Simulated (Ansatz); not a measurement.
`[CH3][Ti]([OH])([OH])[Cl]` and `[NH2][Ti]([OH])([OH])[Cl]` differ in one atom or group.

Ansatz, PBE0-D4/def2-TZVP geometries, multiplicity 1. Each molecule was computed in one conformer, which needn't be the lowest.

Scalar relativity is left out up to krypton.

| property | `[CH3][Ti]([OH])([OH])[Cl]` |
| --- | --- |
| size of the dipole moment (PBE/def2-TZVPP) / D | 2.80 |
| HOMO–LUMO gap (ωB97M-V/def2-TZVPP) / eV | 10.75 |
| LUMO energy (PBE0/def2-TZVPP) / eV | -1.88 |
| LUMO energy (ωB97M-V/def2-TZVPP) / eV | 0.38 |
| HOMO–LUMO gap (PBE/def2-TZVPP) / eV | 3.59 |
| HOMO energy (PBE/def2-TZVPP) / eV | -6.53 |

What does the change do to each property? (Best estimate.)

Computed: 
```csv
property,`[NH2][Ti]([OH])([OH])[Cl]`,shift
size of the dipole moment (PBE/def2-TZVPP) / D,3.74,0.94
HOMO–LUMO gap (ωB97M-V/def2-TZVPP) / eV,10.64,-0.11
LUMO energy (PBE0/def2-TZVPP) / eV,-1.76,0.12
LUMO energy (ωB97M-V/def2-TZVPP) / eV,0.47,0.09
HOMO–LUMO gap (PBE/def2-TZVPP) / eV,3.71,0.12
HOMO energy (PBE/def2-TZVPP) / eV,-6.47,0.06
```

The zero-point energy changes by -24.8 kJ/mol with -3 modes. Dipoles are sizes alone; their direction can turn.
